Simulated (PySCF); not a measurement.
Vertical excitations of a molecule C3H12N2Si from PySCF with TDA-PBE0/def2-SVPD, as energy in eV (oscillator strength): 6.02 (0.002), 6.10 (0.012), 6.39 (0.001), 6.53 (0.064), 6.88 (0.026), 7.02 (0.023). Lowest triplet (TDA): 5.77 eV. Geometry: r2SCAN-D4/def2-SVP. The values are those of a single conformer.

Problem. Identify the compound among the candidates.
A) CN([SiH3])CCN
B) CCN[SiH2]NC
C) CCC[SiH](N)N
D) CC[Si](C)(N)N

Solution. B, CCN[SiH2]NC
